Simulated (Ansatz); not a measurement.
Born–Oppenheimer molecular dynamics of AlClH₄O₃ (9 atoms, charge 0, multiplicity 1). It starts at the highest image of a converged band. Of that band: The profile has 3 maxima (images 3, 7, 9) with wells between them (images 6, 8): this band takes more than one step, which may be the mechanism or a detour left from its start path. A structure lower than the last end lies on the path between it and the top, so the climb from that side starts below the end, which may itself be a saddle point or a shallow side well. A vibrational analysis at the climbing image gives no mode beyond 40i cm⁻¹: the surface is too flat there to confirm a saddle point.

Theory: RKS B3LYP-D4/def2-mTZVP (Ansatz 0.2.0).

```
ensemble                      : NVE (velocity Verlet)
time step                     : 0.5 fs
steps asked                   : 200
starting velocities drawn for : 300 K
seed                          : 3557
```

First frame:

```xyz
9
Properties=species:S:1:pos:R:3
Al 0.030 -0.326 0.175
O -0.077 -0.108 1.886
H -0.838 -0.415 2.391
O 1.608 -0.494 -0.407
H 1.818 -0.540 -1.344
O -1.312 -0.596 -0.826
H -2.218 -0.345 -0.627
Cl 0.023 2.680 0.830
H 0.021 1.725 1.752
```

How far do the bonds stretch over the last three quarters of this one trajectory? (Pairs bonded in most of those frames.)


| bond | mean (Å) | spread (Å) | shortest | longest |
| --- | --- | --- | --- | --- |
| Al1–O2 | 1.722 | 0.020 | 1.69 | 1.75 |
| Al1–O4 | 1.699 | 0.032 | 1.65 | 1.75 |
| Al1–O6 | 1.696 | 0.016 | 1.67 | 1.72 |
| O2–H3 | 0.963 | 0.002 | 0.96 | 0.97 |
| O4–H5 | 0.964 | 0.022 | 0.93 | 1.00 |
| O6–H7 | 0.963 | 0.024 | 0.93 | 1.00 |
| Cl8–H9 | 1.321 | 0.024 | 1.28 | 1.36 |

Mean temperature of the second half: 156 K. The conserved energy stayed within 0.26 meV per atom of its start (net change 0.21 meV per atom), so the integration is sound. A run of 0.1 ps of so small a system gives no equilibrium averages. The orbitals stay closed-shell, which can raise the energy where a bond breaks towards radicals; this wasn't checked here.

Run time: 6.3 min on 4 threads of Arm Neoverse V1, with other jobs on the host, peak memory 0.32 GiB.
